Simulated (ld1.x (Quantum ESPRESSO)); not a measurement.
lead, ultrasoft: configuration errors across variants

```json
{"Element": "lead", "Generator": "ld1.x (Quantum ESPRESSO) 7.5", "Type": "ultrasoft", "Functional": "PBE", "Relativity": "scalar-relativistic", "Frozen core": "[Xe] 4f14", "Valence charge": "14", "Reference configuration": "5d10 6s2 6p1.5 (charge +0.5)", "Partial waves": "6s (bound): rcut 1.65, rcutus 2.00 bohr; 6s channel at 1.15 Ry: rcut 1.65, rcutus 2.00 bohr; 6p (bound): rcut 1.75, rcutus 2.15 bohr; 6p channel at 1.2 Ry: rcut 1.75, rcutus 2.15 bohr; 5d (bound): rcut 1.60, rcutus 2.20 bohr; 5d channel at -1.5 Ry: rcut 1.60, rcutus 2.20 bohr", "Local potential": "all-electron potential smoothed inside 1.95 bohr (lloc = -2)", "Core correction": "a·sin(br)/r model core, default radius (core density twice the valence density)", "Augmentation charge": "PSQ, radius 1.75 bohr"}
```

All-electron excitation energies from the reference (eV): (1) 5d10 6s2 6p2 -2.492; (2) 5d10 6s2 6p1 4.084; (3) 5d10 6s2 6p0 17.528; (4) 5d9 6s2 6p2 24.671; (5) 5d10 6s1 6p2 13.611; (6) 5d10 6s2 6p2.3 -3.291; (7) 5d9 6s2 6p3 16.833.

The default core radius of the base comes out at 0.89 bohr.

5 further variants failed, have other tests or another functional or relativity, and are left out.

Errors AE − PS in meV (a dash: test not solved or not reliable):

```csv
change,(1),(2),(3),(4),(5),(6),(7),bound ghosts
base,+1.0,-2.2,-13,-33,-7.3,+1.2,-30,none
"wave 6s channel at 1.15 Ry: rcut 1.65, rcutus 2.00 bohr becomes 6s channel at -0.15 Ry: rcut 1.65, rcutus 2.00 bohr",+0.9,-2.2,-13,-33,-7.3,+1.2,-30,none
local potential all-electron potential smoothed inside 2.05 bohr (lloc = -1),+1.0,-2.2,-13,-32,-7.3,+1.2,-29,none
core correction a·sin(br)/r model core inside 2.22 bohr,+1.1,-1.9,-7.8,+13,-4.1,+1.4,+25,none
```

Q: Give the same row for: type TM semilocal; waves now 6s (bound): rc 2.00 bohr; 5d (bound): rc 2.20 bohr; 6p (bound): rc 2.15 bohr; local potential the p channel.

A: +1.1, -2.1, -14, -89, -5.9, +1.6, -124; bound ghosts: none.
